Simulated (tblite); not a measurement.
A geometry optimisation, step by step.

Compound: C₄H₁₁NSi₂.
Numbering: `[SiH3:1][N:2]([SiH3:3])[C@:4]12[CH2:5][C@H:6]1[CH2:7]2` (hydrogens: H8, H9, H10 on Si1; H11, H12, H13 on Si3; H14, H15 on C5; H16 on C6; H17, H18 on C7)

Computed with GFN2-xTB (tblite), gas phase: L-BFGS steps from a force-field or distance-geometry start until the largest atomic force falls under 0.01 eV/Å. 6 of its 61 geometries are shown.

Step 0: E = -557.0596 eV, largest atomic force 4.533 eV/Å
```
atom  x, y, z in Å  |  force x, y, z in eV/Å
Si1    -1.150    1.851   -0.352   -0.167   0.663   0.955
N2     -0.689    0.384    0.517   -3.829   1.112  -0.545
Si3    -1.624   -1.064   -0.035    0.026   0.349   0.323
C4      0.592    0.043    0.425   -1.030  -1.650  -0.690
C5      1.250   -1.218    1.121   -1.152   1.160  -1.403
C6      1.940   -0.005    0.532    4.411   0.390   0.968
C7      1.448    0.046   -0.884   -1.161  -1.345   0.419
H8     -0.736    1.871   -1.743   -0.068  -0.093  -0.309
H9     -0.449    2.982    0.306   -0.040  -0.331  -0.051
H10    -2.604    2.107   -0.228    0.411  -0.313  -0.001
H11    -1.653   -1.991    1.094   -0.055   0.114   0.076
H12    -0.814   -1.696   -1.085   -0.335  -0.006  -0.121
H13    -2.961   -0.676   -0.511    0.319  -0.039   0.132
H14     1.065   -2.111    0.505    0.793   0.211   0.853
H15     1.037   -1.201    2.204    0.374  -0.372  -0.903
H16     2.732    0.568    0.992    0.084  -0.041  -0.100
H17     1.240   -0.886   -1.452    0.991   0.856   0.113
H18     1.367    1.001   -1.417    0.429  -0.663   0.283
```

Step 12: E = -558.3622 eV, largest atomic force 0.730 eV/Å
```
atom  x, y, z in Å  |  force x, y, z in eV/Å
Si1    -1.185    1.967   -0.304    0.162  -0.348  -0.070
N2     -0.823    0.388    0.359    0.174  -0.162  -0.161
Si3    -1.773   -1.044   -0.007    0.015  -0.064  -0.053
C4      0.483   -0.139    0.253    0.479   0.457   0.308
C5      1.219   -1.182    1.063    0.007   0.071  -0.346
C6      1.924    0.041    0.564   -0.043   0.436   0.175
C7      1.482   -0.040   -0.865    0.034  -0.292   0.019
H8     -0.843    1.960   -1.738   -0.011   0.159   0.030
H9     -0.379    2.966    0.401   -0.056  -0.096   0.034
H10    -2.635    2.115   -0.189    0.103   0.042   0.141
H11    -1.697   -1.881    1.191   -0.128   0.062  -0.026
H12    -1.083   -1.709   -1.119   -0.164  -0.137  -0.027
H13    -3.095   -0.666   -0.465   -0.177   0.056   0.134
H14     1.475   -2.113    0.566   -0.119  -0.210   0.172
H15     1.023   -1.268    2.138    0.000   0.074  -0.489
H16     2.674    0.660    1.008   -0.273   0.265   0.205
H17     1.740   -0.936   -1.423   -0.011   0.042  -0.182
H18     1.484    0.887   -1.444    0.008  -0.356   0.137
```

Step 24: E = -558.7116 eV, largest atomic force 0.264 eV/Å
```
atom  x, y, z in Å  |  force x, y, z in eV/Å
Si1    -1.121    1.910   -0.321   -0.018  -0.028   0.072
N2     -0.765    0.244    0.063   -0.230  -0.010  -0.054
Si3    -1.906   -1.079   -0.038   -0.090   0.041   0.032
C4      0.553   -0.229    0.076   -0.029  -0.036   0.003
C5      1.279   -1.153    1.005    0.209   0.088   0.051
C6      1.888    0.157    0.578   -0.113   0.051  -0.063
C7      1.677   -0.081   -0.899    0.229   0.044   0.124
H8     -0.895    2.185   -1.758    0.020  -0.005   0.213
H9     -0.301    2.784    0.534    0.021  -0.153  -0.136
H10    -2.538    2.081    0.018    0.153  -0.037  -0.062
H11    -1.886   -1.779    1.248    0.103  -0.081  -0.014
H12    -1.513   -1.930   -1.165   -0.009  -0.047   0.075
H13    -3.253   -0.559   -0.245    0.040   0.108  -0.046
H14     1.716   -2.071    0.617   -0.071   0.025  -0.006
H15     0.954   -1.246    2.035   -0.139   0.081  -0.073
H16     2.307    0.967    1.142   -0.029  -0.097  -0.131
H17     2.127   -0.967   -1.338   -0.004   0.000  -0.035
H18     1.668    0.772   -1.564   -0.044   0.054   0.049
```

Step 36: E = -558.7699 eV, largest atomic force 0.065 eV/Å
```
atom  x, y, z in Å  |  force x, y, z in eV/Å
Si1    -1.091    1.868   -0.300    0.027  -0.026  -0.038
N2     -0.778    0.174   -0.046    0.039  -0.003  -0.001
Si3    -1.959   -1.111   -0.030    0.036   0.014  -0.022
C4      0.554   -0.260    0.001   -0.004  -0.037  -0.033
C5      1.273   -1.116    0.998   -0.027   0.017   0.006
C6      1.841    0.204    0.566   -0.007   0.017   0.015
C7      1.730   -0.058   -0.910   -0.062  -0.014  -0.015
H8     -0.860    2.238   -1.705   -0.007  -0.014   0.035
H9     -0.181    2.634    0.553   -0.005  -0.022   0.017
H10    -2.491    2.049    0.069    0.041   0.047  -0.007
H11    -1.876   -1.822    1.250   -0.005   0.020   0.002
H12    -1.663   -2.044   -1.121   -0.008   0.007  -0.004
H13    -3.248   -0.452   -0.209    0.002  -0.053   0.015
H14     1.754   -2.033    0.670    0.006   0.021  -0.010
H15     0.846   -1.185    1.991    0.004   0.033   0.013
H16     2.197    1.050    1.112   -0.012  -0.017   0.021
H17     2.239   -0.924   -1.323    0.004   0.014  -0.023
H18     1.706    0.794   -1.578   -0.021  -0.004   0.029
```

Step 48: E = -558.7748 eV, largest atomic force 0.023 eV/Å
```
atom  x, y, z in Å  |  force x, y, z in eV/Å
Si1    -1.072    1.861   -0.302   -0.002   0.010   0.012
N2     -0.781    0.163   -0.061   -0.013   0.009   0.017
Si3    -1.959   -1.122   -0.034   -0.001   0.002   0.000
C4      0.548   -0.273   -0.009   -0.002   0.007   0.018
C5      1.267   -1.111    1.001    0.006  -0.003   0.003
C6      1.831    0.208    0.562   -0.012  -0.002  -0.011
C7      1.720   -0.053   -0.914    0.000  -0.009  -0.001
H8     -0.842    2.233   -1.704    0.020   0.007  -0.003
H9     -0.154    2.598    0.571    0.002  -0.008  -0.014
H10    -2.464    2.089    0.068    0.004  -0.002   0.000
H11    -1.864   -1.815    1.255   -0.003  -0.004  -0.016
H12    -1.670   -2.055   -1.127    0.000   0.000   0.012
H13    -3.258   -0.480   -0.203    0.003  -0.013   0.003
H14     1.755   -2.030    0.689    0.006   0.008  -0.013
H15     0.838   -1.163    1.994   -0.006  -0.008   0.002
H16     2.173    1.055    1.114   -0.010   0.012   0.000
H17     2.243   -0.905   -1.338    0.007  -0.003  -0.003
H18     1.678    0.807   -1.572    0.001  -0.004  -0.006
```

Step 60: E = -558.7756 eV, largest atomic force 0.007 eV/Å
```
atom  x, y, z in Å  |  force x, y, z in eV/Å
Si1    -1.065    1.864   -0.301    0.000  -0.004  -0.004
N2     -0.787    0.165   -0.053   -0.001  -0.006   0.000
Si3    -1.960   -1.125   -0.033   -0.004  -0.004  -0.002
C4      0.542   -0.273   -0.005   -0.003   0.000  -0.001
C5      1.267   -1.109    1.001    0.002   0.002   0.003
C6      1.825    0.212    0.561    0.006   0.003   0.003
C7      1.713   -0.052   -0.914   -0.004   0.000  -0.001
H8     -0.819    2.234   -1.701    0.002  -0.001   0.000
H9     -0.141    2.595    0.569   -0.001   0.002   0.006
H10    -2.457    2.099    0.063   -0.003   0.001  -0.002
H11    -1.862   -1.825    1.251   -0.001   0.001  -0.004
H12    -1.664   -2.055   -1.126    0.000   0.005   0.004
H13    -3.264   -0.495   -0.201    0.005   0.003   0.002
H14     1.759   -2.024    0.683    0.001  -0.001   0.001
H15     0.840   -1.167    1.995    0.001  -0.001   0.002
H16     2.160    1.063    1.111   -0.001   0.000   0.001
H17     2.237   -0.905   -1.335    0.000   0.002  -0.004
H18     1.669    0.805   -1.575    0.000  -0.003  -0.002
```

**Question.** Summarise the path.

**Answer.** The energy falls by 165.57 kJ/mol from step 0 to step 60; nine tenths of that is first reached at step 19. It falls at every step. The largest force goes from 4.533 to 0.007 eV/Å. Among the bonds C4–C6 changes most, from 1.353 to 1.483 Å; the atoms move by 0.530 Å rms after alignment.

**Question.** Follow the three bonds and two angles with the largest change from start to end.

**Answer.** 
```json
{"step": "0", "E above end (kJ/mol)": "165.57", "largest force (eV/Å)": "4.533", "C4–C6 (Å)": "1.353", "C4–C5 (Å)": "1.583", "N2–C4 (Å)": "1.328", "N2–C4–C6 (°)": "164.6", "Si1–N2–Si3 (°)": "112.3"}
{"step": "3", "E above end (kJ/mol)": "84.69", "largest force (eV/Å)": "0.796", "C4–C6 (Å)": "1.488", "C4–C5 (Å)": "1.484", "N2–C4 (Å)": "1.419", "N2–C4–C6 (°)": "160.4", "Si1–N2–Si3 (°)": "118.3"}
{"step": "5", "E above end (kJ/mol)": "71.83", "largest force (eV/Å)": "0.679", "C4–C6 (Å)": "1.493", "C4–C5 (Å)": "1.491", "N2–C4 (Å)": "1.398", "N2–C4–C6 (°)": "159.2", "Si1–N2–Si3 (°)": "119.4"}
{"step": "8", "E above end (kJ/mol)": "57.71", "largest force (eV/Å)": "0.622", "C4–C6 (Å)": "1.449", "C4–C5 (Å)": "1.505", "N2–C4 (Å)": "1.406", "N2–C4–C6 (°)": "155.3", "Si1–N2–Si3 (°)": "122.0"}
{"step": "10", "E above end (kJ/mol)": "49.30", "largest force (eV/Å)": "0.627", "C4–C6 (Å)": "1.460", "C4–C5 (Å)": "1.512", "N2–C4 (Å)": "1.415", "N2–C4–C6 (°)": "151.0", "Si1–N2–Si3 (°)": "123.2"}
{"step": "13", "E above end (kJ/mol)": "34.18", "largest force (eV/Å)": "0.824", "C4–C6 (Å)": "1.495", "C4–C5 (Å)": "1.508", "N2–C4 (Å)": "1.406", "N2–C4–C6 (°)": "144.9", "Si1–N2–Si3 (°)": "122.4"}
{"step": "16", "E above end (kJ/mol)": "20.88", "largest force (eV/Å)": "0.308", "C4–C6 (Å)": "1.472", "C4–C5 (Å)": "1.494", "N2–C4 (Å)": "1.407", "N2–C4–C6 (°)": "143.3", "Si1–N2–Si3 (°)": "121.7"}
{"step": "18", "E above end (kJ/mol)": "16.77", "largest force (eV/Å)": "0.391", "C4–C6 (Å)": "1.465", "C4–C5 (Å)": "1.501", "N2–C4 (Å)": "1.415", "N2–C4–C6 (°)": "142.6", "Si1–N2–Si3 (°)": "122.6"}
{"step": "21", "E above end (kJ/mol)": "9.46", "largest force (eV/Å)": "0.335", "C4–C6 (Å)": "1.479", "C4–C5 (Å)": "1.507", "N2–C4 (Å)": "1.410", "N2–C4–C6 (°)": "140.1", "Si1–N2–Si3 (°)": "124.5"}
{"step": "23", "E above end (kJ/mol)": "7.12", "largest force (eV/Å)": "0.256", "C4–C6 (Å)": "1.478", "C4–C5 (Å)": "1.499", "N2–C4 (Å)": "1.401", "N2–C4–C6 (°)": "140.2", "Si1–N2–Si3 (°)": "125.0"}
{"step": "26", "E above end (kJ/mol)": "4.02", "largest force (eV/Å)": "0.275", "C4–C6 (Å)": "1.474", "C4–C5 (Å)": "1.500", "N2–C4 (Å)": "1.405", "N2–C4–C6 (°)": "139.8", "Si1–N2–Si3 (°)": "125.7"}
{"step": "29", "E above end (kJ/mol)": "2.11", "largest force (eV/Å)": "0.211", "C4–C6 (Å)": "1.482", "C4–C5 (Å)": "1.500", "N2–C4 (Å)": "1.404", "N2–C4–C6 (°)": "138.2", "Si1–N2–Si3 (°)": "126.2"}
{"step": "31", "E above end (kJ/mol)": "1.34", "largest force (eV/Å)": "0.114", "C4–C6 (Å)": "1.482", "C4–C5 (Å)": "1.497", "N2–C4 (Å)": "1.399", "N2–C4–C6 (°)": "137.4", "Si1–N2–Si3 (°)": "125.9"}
{"step": "34", "E above end (kJ/mol)": "0.81", "largest force (eV/Å)": "0.121", "C4–C6 (Å)": "1.478", "C4–C5 (Å)": "1.497", "N2–C4 (Å)": "1.400", "N2–C4–C6 (°)": "137.6", "Si1–N2–Si3 (°)": "126.3"}
{"step": "37", "E above end (kJ/mol)": "0.49", "largest force (eV/Å)": "0.060", "C4–C6 (Å)": "1.483", "C4–C5 (Å)": "1.497", "N2–C4 (Å)": "1.401", "N2–C4–C6 (°)": "137.9", "Si1–N2–Si3 (°)": "126.6"}
{"step": "39", "E above end (kJ/mol)": "0.36", "largest force (eV/Å)": "0.111", "C4–C6 (Å)": "1.485", "C4–C5 (Å)": "1.495", "N2–C4 (Å)": "1.400", "N2–C4–C6 (°)": "137.6", "Si1–N2–Si3 (°)": "126.6"}
{"step": "42", "E above end (kJ/mol)": "0.21", "largest force (eV/Å)": "0.052", "C4–C6 (Å)": "1.482", "C4–C5 (Å)": "1.495", "N2–C4 (Å)": "1.400", "N2–C4–C6 (°)": "137.2", "Si1–N2–Si3 (°)": "127.0"}
{"step": "44", "E above end (kJ/mol)": "0.16", "largest force (eV/Å)": "0.053", "C4–C6 (Å)": "1.482", "C4–C5 (Å)": "1.496", "N2–C4 (Å)": "1.401", "N2–C4–C6 (°)": "137.2", "Si1–N2–Si3 (°)": "127.3"}
{"step": "47", "E above end (kJ/mol)": "0.09", "largest force (eV/Å)": "0.029", "C4–C6 (Å)": "1.484", "C4–C5 (Å)": "1.496", "N2–C4 (Å)": "1.400", "N2–C4–C6 (°)": "137.2", "Si1–N2–Si3 (°)": "127.5"}
{"step": "50", "E above end (kJ/mol)": "0.06", "largest force (eV/Å)": "0.024", "C4–C6 (Å)": "1.483", "C4–C5 (Å)": "1.496", "N2–C4 (Å)": "1.400", "N2–C4–C6 (°)": "137.3", "Si1–N2–Si3 (°)": "127.6"}
{"step": "52", "E above end (kJ/mol)": "0.03", "largest force (eV/Å)": "0.028", "C4–C6 (Å)": "1.483", "C4–C5 (Å)": "1.496", "N2–C4 (Å)": "1.401", "N2–C4–C6 (°)": "137.3", "Si1–N2–Si3 (°)": "127.8"}
{"step": "55", "E above end (kJ/mol)": "0.01", "largest force (eV/Å)": "0.014", "C4–C6 (Å)": "1.484", "C4–C5 (Å)": "1.496", "N2–C4 (Å)": "1.401", "N2–C4–C6 (°)": "137.1", "Si1–N2–Si3 (°)": "127.9"}
{"step": "57", "E above end (kJ/mol)": "0.01", "largest force (eV/Å)": "0.013", "C4–C6 (Å)": "1.483", "C4–C5 (Å)": "1.496", "N2–C4 (Å)": "1.401", "N2–C4–C6 (°)": "137.0", "Si1–N2–Si3 (°)": "127.9"}
{"step": "60", "E above end (kJ/mol)": "0.00", "largest force (eV/Å)": "0.007", "C4–C6 (Å)": "1.483", "C4–C5 (Å)": "1.496", "N2–C4 (Å)": "1.401", "N2–C4–C6 (°)": "137.0", "Si1–N2–Si3 (°)": "128.1"}
```

The cost below is that of the whole relaxation. On one thread of an Arm Neoverse N1, no GPU, shared host, this took 0.77 s of wall time.
